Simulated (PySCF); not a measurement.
## Electron correlation in P²⁺ (phosphorus, charge +2)

[Ne] 3s2 3p1, 2P determinant. Computed with PySCF 2.14 in x2c-SVPall (4s3p1d, 18 functions), with scalar relativity by spin-free X2C-1e. Frozen: [Ne]; 3 electrons correlated.

MP2 pair energies summed by pair of shells (mhartree):

```json
{"pair": "3s-3s", "energy": "-22.80", "share (%)": "58.0"}
{"pair": "3s-3p", "energy": "-16.50", "share (%)": "42.0"}
```

Total MP2 correlation energy: -39.30 mhartree.

Same-spin part -2.33 and opposite-spin part -36.97 mhartree; SCS-MP2 scales them by 1/3 and 6/5 to -45.14 mhartree.

```json
{"level": "CCSD", "correlation energy (mhartree)": "-58.75"}
{"level": "(T)", "correlation energy (mhartree)": "-0.64"}
{"level": "CCSD(T)", "correlation energy (mhartree)": "-59.39"}
```

Diagnostics: T1 = 0.0098, D1 = 0.0226, largest double amplitude 0.109.

Problem. Is a single reference adequate?

Solution. Mostly. T1 lies below 0.03, but a double amplitude of this size points to a near-degeneracy that CCSD handles and MP2 describes poorly.
